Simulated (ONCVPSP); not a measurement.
# What one change does to a pseudopotential (molybdenum, ONCV)

ONCVPSP 4.0.1 input, shortened (lines: element, Z, core and valence counts, functional; n l f; lmax; l rc ep ncon nbas qcut; lloc lpopt rc5 dvloc0; l nproj debl; icmod fcfact rcfact), PBE, fully relativistic:

```
  Mo 42.00    6    3        4      upf
    1    0    2.00
    2    0    2.00
    2    1    6.00
    3    0    2.00
    3    1    6.00
    3    2   10.00
    4    0    2.00
    4    1    6.00
    4    2    3.00
    2
    0    1.05    0.00    4    7    5.80
    1    1.20    0.00    3    7    7.70
    2    1.70    0.00    3    6    5.80
    4    5    0.80   -1.00
    0    2    3.70
    1    2    0.90
    2    2    3.80
    3    4.25    1.10
```

Open shells are filled in proportion to 2j + 1.

In the p channel the program set the typed energies aside and used -2.542, 0.250 Ha (j = l + 1/2; the other j can differ).

Change: d: qcut 7.2.

Cutoffs: the cutoffs (Ha) at which the residual kinetic energy of the hardest occupied pseudo-wave falls to 1 and 0.1 mHa per electron; they do not see the model core or the augmentation charge, which bear on the density cutoff. Errors are all-electron minus pseudo energies relative to the spin-unpolarised reference configuration.

**Question.** How do hardness, ghosts and transferability respond?

**Answer.** The potential gets neither clearly harder nor softer (87 Ha and 108 Ha → 87 Ha and 108 Ha); both files keep a bound ghost (s); the lowest positive-energy flag moves from d5/2 at 25.0 eV to p3/2 at 217.2 eV; of the 4 tests that both files solve, the error grows in 0 and shrinks in 4 by more than 15 % and 0.3 meV (median size 11.1 → 4.2 meV).

| quantity | base | changed |
| --- | --- | --- |
| cutoff, loose | 87 Ha | 87 Ha |
| cutoff, tight | 108 Ha | 108 Ha |
| loose cutoff by channel | s 87 Ha, p 27 Ha, d 17 Ha | s 87 Ha, p 27 Ha, d 19 Ha |
| bound ghosts | s | s |
| GHOST(+) flags under 300 eV | d5/2 at 25.0 eV, d3/2 at 109.5 eV, p3/2 at 217.2 eV, p1/2 at 227.4 eV | p3/2 at 217.2 eV, p1/2 at 227.4 eV |
| error for 4s2 4p6 4d5 5s1, meV [ΔE -49.09 eV] | +9.5 | +3.8 |
| error for 4s2 4p6 4d5, meV [ΔE -42.20 eV] | +13 | +4.7 |
| error for 4s2 4p6 4d4, meV [ΔE -26.74 eV] | +6.5 | +2.5 |
| error for 4s1 4p6 4d5 5s1, meV [ΔE 21.09 eV] | -48 | -29 |
| s: phases at 1.07 bohr within 0.05 rad from the reference energy up to (Ha; the scan ends near 5) | to the end of the scan | to the end of the scan |
| p3/2: phases at 1.22 bohr within 0.05 rad from the reference energy up to (Ha; the scan ends near 5) | to the end of the scan | to the end of the scan |
| p1/2: phases at 1.22 bohr within 0.05 rad from the reference energy up to (Ha; the scan ends near 5) | to the end of the scan | to the end of the scan |
| d5/2: phases at 1.73 bohr within 0.05 rad from the reference energy up to (Ha; the scan ends near 5) | to the end of the scan | to the end of the scan |
| d3/2: phases at 1.73 bohr within 0.05 rad from the reference energy up to (Ha; the scan ends near 5) | to the end of the scan | to the end of the scan |
| rms error of d²Exc/dni dnj with the model core, mHa | 7.91 | 7.91 |

 A true bound ghost makes a file unfit for plane-wave use even where its test errors are small: the radial tests pick states by their node count and pass the ghost by.
